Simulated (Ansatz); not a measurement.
Reaction (isomerisation): `[NH2][GeH2][CH2]F` → `[CH3][GeH]([NH2])[F]`

Program: Ansatz. Geometries: PBE0-D4/def2-TZVP. ΔE: electronic, gas phase. CCSD(T)/CBS adds triple-zeta CCSD(T) − MP2 to the extrapolated MP2 energy (def2 sets, frozen cores). DFT in def2-TZVPP. For Ge outer-core shells are correlated without core-valence functions, which leaves a few kJ/mol of doubt a bond. Scalar relativity is left out up to krypton. Each species was taken in one conformer, which may not be the lowest.

`[NH2][GeH2][CH2]F`:

Z-matrix (Å, degrees):
```
Ge
C 1 1.981
N 1 1.838 2 113.4
H 1 1.540 2 108.2 3 -119.3
H 1 1.536 2 108.8 3 119.1
F 2 1.390 1 109.5 3 -57.8
H 2 1.094 1 111.5 3 -177.5
H 2 1.094 1 111.0 3 61.4
H 3 1.011 1 113.5 2 60.8
H 3 1.011 1 114.3 2 -64.2
```

`[CH3][GeH]([NH2])[F]`:

Cartesian coordinates in Å:
```
C 0.040 1.478 -0.083
Ge -0.563 -0.357 -0.095
N 0.858 -1.488 -0.150
F -1.464 -0.562 1.399
H -0.814 2.150 0.003
H 0.699 1.643 0.770
H 0.584 1.704 -1.001
H -1.547 -0.762 -1.201
H 0.636 -2.472 -0.193
H 1.570 -1.336 0.551
```

```
               species  PBE energy (Eh)
   `[NH2][GeH2][CH2]F`      -2272.85571
`[CH3][GeH]([NH2])[F]`      -2272.92808
```

(1) Work out ΔE.

Largest T1 diagnostic among the species: 0.011.

Results:

(1) ΔE = (-2272.92808) − (-2272.85571) = -0.07237 Eh = -1.97 eV. CCSD(T)/CBS gives -2.12 eV.

At CCSD(T), def2-SVP lies +0.07 eV from the extrapolated value and def2-TZVPP +0.02 eV. From BLYP to BHLYP (50 % exact exchange), in def2-TZVPP and without D4, ΔE moves by −0.11 eV. Leaving LDA and LC-ωPBE aside and taking each functional with its dispersion term where it has one, the values, not all of them listed here, spread over 0.16 eV, from PBE-QIDH to revPBE-D4.
